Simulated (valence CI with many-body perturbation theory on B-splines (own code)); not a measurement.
E1 line list for Ru29+

Method: valence CI with perturbative core correlation (CI+MBPT): five valence electrons over a frozen Dirac-Fock core [Ne], radial functions for each j: 9 s, 9 p, 8 d, 6 f, 3 g, 1 h, with the one-electron correlation potential Σ1, the two-electron term Σ2, the three-electron term Σ3, Breit, model QED; selected CI, second order for the rest (own B-spline code, finite nucleus).

No measured spectrum was set against this ion. As an estimate, large intervals hold to a few tenths of a per cent, small ones and those within an open d or f shell to about a per cent. Among the levels kept, up to 600 cm⁻¹ of a level comes from second order outside the variational space, and about a tenth of that is noise between levels of different J, which matters for small intervals.

Lines 101 to 150 of 196 in falling wavelength, among levels below 225.82 eV, chosen from the strongest by gf and those to the six lowest levels. Wavelengths and rates use the calculated energies. Electric multipoles are in the length gauge, E1 and E2 with the static RPA response of the core. Weak lines are less certain than strong ones. Lines between different terms over intervals too small for the method are left out, as are lines whose strength nearly cancels. Where a level lies close to another of its J and parity, the split of strength between their lines is uncertain. The highest levels of a list are the least certain.

Levels are named by their leading jj configuration (3d3/2^4 stands for four electrons in 3d with j = 3/2), which in mixed levels can hold well under half, so a name can repeat and another be missing. Letters in brackets count levels of one name in rising energy.

| λ vac (Å) | Upper | Lower | A (s⁻¹) | S (a.u.) with core polarisation | S without |
| --- | --- | --- | --- | --- | --- |
| 111.1 | (3s 3p1/2 3p3/2^3) J=1/2 | (3s^2 3p1/2 3p3/2^2) J=1/2 | 9.40e+09 | 1.27e-02 | 1.31e-02 |
| 111.1 | (3p1/2^2 3p3/2^3) J=3/2 | (3s^2 3p1/2^2 3d3/2) J=3/2 [a] | 1.13e+10 | 3.06e-02 | 3.13e-02 |
| 111.1 | (3s 3p1/2^2 3p3/2 3d3/2) J=3/2 | (3s 3p1/2^2 3p3/2^2) J=5/2 | 1.82e+09 | 4.92e-03 | 5.02e-03 |
| 110.4 | (3s 3p1/2^2 3p3/2 3d5/2) J=3/2 | (3s^2 3p1/2^2 3d3/2) J=3/2 [a] | 6.13e+08 | 1.63e-03 | 1.66e-03 |
| 110.1 | (3s 3p1/2^2 3p3/2 3d3/2) J=7/2 | (3s 3p1/2^2 3p3/2^2) J=5/2 | 3.96e+08 | 2.09e-03 | 2.12e-03 |
| 109.7 | (3s^2 3p1/2 3p3/2 3d3/2) J=3/2 [a] | (3s^2 3p1/2 3p3/2^2) J=3/2 | 1.91e+07 | 4.98e-05 | 5.09e-05 |
| 109.1 | (3s^2 3p1/2 3p3/2 3d5/2) J=3/2 [a] | (3s^2 3p1/2 3p3/2^2) J=1/2 | 1.68e+09 | 4.31e-03 | 4.42e-03 |
| 109.1 | (3s^2 3p1/2 3p3/2 3d3/2) J=7/2 | (3s^2 3p1/2 3p3/2^2) J=5/2 | 4.23e+08 | 2.17e-03 | 2.21e-03 |
| 108.6 | (3s^2 3p1/2 3p3/2 3d3/2) J=1/2 [a] | (3s^2 3p1/2 3p3/2^2) J=3/2 | 3.47e+09 | 4.39e-03 | 4.49e-03 |
| 107.5 | (3s 3p1/2^2 3p3/2^2) J=1/2 | (3s^2 3p1/2^2 3p3/2) J=3/2 | 1.98e+10 | 2.42e-02 | 2.48e-02 |
| 107.0 | (3s^2 3p1/2 3p3/2 3d3/2) J=5/2 [a] | (3s^2 3p1/2 3p3/2^2) J=3/2 | 2.22e+08 | 8.06e-04 | 8.24e-04 |
| 107.0 | (3s^2 3p1/2 3p3/2 3d5/2) J=7/2 [a] | (3s^2 3p1/2 3p3/2^2) J=5/2 | 3.92e+06 | 1.90e-05 | 1.94e-05 |
| 104.9 | (3s^2 3p1/2 3p3/2 3d5/2) J=1/2 | (3s^2 3p3/2^3) J=3/2 | 1.05e+10 | 1.19e-02 | 1.22e-02 |
| 102.9 | (3s^2 3p1/2^2 3d3/2) J=3/2 [b] | (3s^2 3p1/2^2 3p3/2) J=3/2 | 2.02e+10 | 4.35e-02 | 4.45e-02 |
| 102.2 | (3s^2 3p1/2 3p3/2 3d5/2) J=3/2 [a] | (3s^2 3p1/2 3p3/2^2) J=5/2 | 1.76e+10 | 3.71e-02 | 3.80e-02 |
| 102.0 | (3p1/2^2 3p3/2^3) J=3/2 | (3s 3p1/2^2 3p3/2^2) J=5/2 | 3.39e+09 | 7.10e-03 | 7.27e-03 |
| 101.4 | (3s 3p1/2^2 3p3/2 3d5/2) J=3/2 | (3s 3p1/2^2 3p3/2^2) J=5/2 | 4.73e+09 | 9.75e-03 | 9.96e-03 |
| 100.6 | (3s^2 3p3/2^2 3d3/2) J=1/2 | (3s^2 3p3/2^3) J=3/2 | 1.21e+10 | 1.21e-02 | 1.24e-02 |
| 100.3 | (3s^2 3p1/2 3p3/2 3d3/2) J=3/2 [b] | (3s^2 3p1/2 3p3/2^2) J=1/2 | 2.48e+09 | 4.96e-03 | 5.07e-03 |
| 99.90 | (3s^2 3p1/2 3p3/2 3d5/2) J=5/2 [a] | (3s^2 3p1/2 3p3/2^2) J=5/2 | 5.30e+09 | 1.57e-02 | 1.60e-02 |
| 99.10 | (3s 3p1/2 3p3/2^3) J=1/2 | (3s^2 3p1/2 3p3/2^2) J=3/2 | 3.63e+10 | 3.48e-02 | 3.57e-02 |
| 99.08 | (3s^2 3p3/2^2 3d3/2) J=3/2 [a] | (3s^2 3p3/2^3) J=3/2 | 3.34e+08 | 6.42e-04 | 6.60e-04 |
| 99.05 | (3s^2 3p3/2^2 3d3/2) J=5/2 | (3s^2 3p3/2^3) J=3/2 | 6.92e+09 | 1.99e-02 | 2.04e-02 |
| 99.02 | (3s 3p1/2^2 3p3/2 3d5/2) J=5/2 | (3s 3p1/2^2 3p3/2^2) J=5/2 | 8.53e+09 | 2.45e-02 | 2.50e-02 |
| 98.01 | (3s^2 3p1/2 3p3/2 3d3/2) J=1/2 [b] | (3s^2 3p1/2 3p3/2^2) J=1/2 | 3.79e+09 | 3.52e-03 | 3.60e-03 |
| 97.45 | (3s^2 3p1/2 3p3/2 3d5/2) J=3/2 [a] | (3s^2 3p1/2 3p3/2^2) J=3/2 | 1.67e+10 | 3.05e-02 | 3.12e-02 |
| 97.09 | (3s^2 3p1/2^2 3d5/2) J=5/2 | (3s^2 3p1/2^2 3p3/2) J=3/2 | 2.12e+10 | 5.75e-02 | 5.88e-02 |
| 96.17 | (3s^2 3p1/2 3p3/2 3d5/2) J=3/2 [b] | (3s^2 3p1/2 3p3/2^2) J=1/2 | 1.16e+09 | 2.03e-03 | 2.09e-03 |
| 95.32 | (3s^2 3p1/2 3p3/2 3d5/2) J=5/2 [a] | (3s^2 3p1/2 3p3/2^2) J=3/2 | 1.87e+10 | 4.81e-02 | 4.91e-02 |
| 94.61 | (3s 3p1/2 3p3/2^3) J=3/2 | (3s^2 3p1/2^2 3p3/2) J=3/2 | 8.20e+09 | 1.37e-02 | 1.40e-02 |
| 94.54 | (3s^2 3p1/2 3p3/2 3d3/2) J=3/2 [b] | (3s^2 3p1/2 3p3/2^2) J=5/2 | 2.06e+10 | 3.44e-02 | 3.53e-02 |
| 93.87 | (3s^2 3p1/2 3p3/2 3d3/2) J=5/2 [b] | (3s^2 3p1/2 3p3/2^2) J=5/2 | 3.35e+10 | 8.21e-02 | 8.39e-02 |
| 93.69 | (3s^2 3p1/2 3p3/2 3d5/2) J=7/2 [b] | (3s^2 3p1/2 3p3/2^2) J=5/2 | 3.11e+10 | 1.01e-01 | 1.03e-01 |
| 93.68 | (3s 3p3/2^4) J=1/2 [a] | (3s^2 3p1/2 3p3/2^2) J=1/2 | 3.54e+10 | 2.87e-02 | 2.94e-02 |
| 93.51 | (3s^2 3p1/2 3p3/2 3d5/2) J=3/2 [c] | (3s^2 3p1/2 3p3/2^2) J=1/2 | 3.14e+10 | 5.07e-02 | 5.18e-02 |
| 93.06 | (3s^2 3p3/2^2 3d5/2) J=5/2 [a] | (3s^2 3p3/2^3) J=3/2 | 1.59e+08 | 3.79e-04 | 3.87e-04 |
| 91.41 | (3s^2 3p3/2^2 3d3/2) J=3/2 [b] | (3s^2 3p3/2^3) J=3/2 | 3.74e+10 | 5.64e-02 | 5.77e-02 |
| 91.20 | (3s 3p1/2 3p3/2^3) J=5/2 | (3s^2 3p1/2^2 3p3/2) J=3/2 | 3.15e+08 | 7.09e-04 | 7.22e-04 |
| 90.82 | (3s^2 3p1/2 3p3/2 3d5/2) J=3/2 [b] | (3s^2 3p1/2 3p3/2^2) J=5/2 | 1.30e+11 | 1.92e-01 | 1.97e-01 |
| 90.43 | (3s^2 3p1/2 3p3/2 3d3/2) J=3/2 [b] | (3s^2 3p1/2 3p3/2^2) J=3/2 | 1.44e+10 | 2.10e-02 | 2.15e-02 |
| 90.00 | (3s^2 3p1/2 3p3/2 3d3/2) J=3/2 [a] | (3s^2 3p1/2^2 3p3/2) J=3/2 | 1.23e+09 | 1.77e-03 | 1.81e-03 |
| 89.82 | (3s^2 3p1/2 3p3/2 3d3/2) J=5/2 [b] | (3s^2 3p1/2 3p3/2^2) J=3/2 | 6.79e+09 | 1.46e-02 | 1.49e-02 |
| 89.26 | (3s^2 3p1/2 3p3/2 3d3/2) J=1/2 [a] | (3s^2 3p1/2^2 3p3/2) J=3/2 | 5.98e+09 | 4.20e-03 | 4.29e-03 |
| 88.52 | (3s^2 3p1/2 3p3/2 3d3/2) J=1/2 [b] | (3s^2 3p1/2 3p3/2^2) J=3/2 | 1.40e+10 | 9.58e-03 | 9.80e-03 |
| 88.44 | (3s^2 3p1/2 3p3/2 3d5/2) J=3/2 [c] | (3s^2 3p1/2 3p3/2^2) J=5/2 | 7.82e+08 | 1.07e-03 | 1.09e-03 |
| 88.20 | (3s^2 3p1/2 3p3/2 3d3/2) J=5/2 [a] | (3s^2 3p1/2^2 3p3/2) J=3/2 | 9.44e+08 | 1.92e-03 | 1.96e-03 |
| 87.41 | (3s^2 3p1/2 3p3/2 3d5/2) J=5/2 [b] | (3s^2 3p1/2 3p3/2^2) J=5/2 | 4.60e+10 | 9.11e-02 | 9.31e-02 |
| 87.02 | (3s^2 3p1/2 3p3/2 3d5/2) J=3/2 [b] | (3s^2 3p1/2 3p3/2^2) J=3/2 | 7.03e+10 | 9.14e-02 | 9.35e-02 |
| 86.66 | (3s^2 3p1/2 3p3/2 3d5/2) J=1/2 | (3s^2 3p1/2 3p3/2^2) J=1/2 | 1.62e+11 | 1.04e-01 | 1.06e-01 |
| 86.64 | (3s 3p3/2^4) J=1/2 [b] | (3s^2 3p3/2^3) J=3/2 | 2.81e+11 | 1.80e-01 | 1.84e-01 |
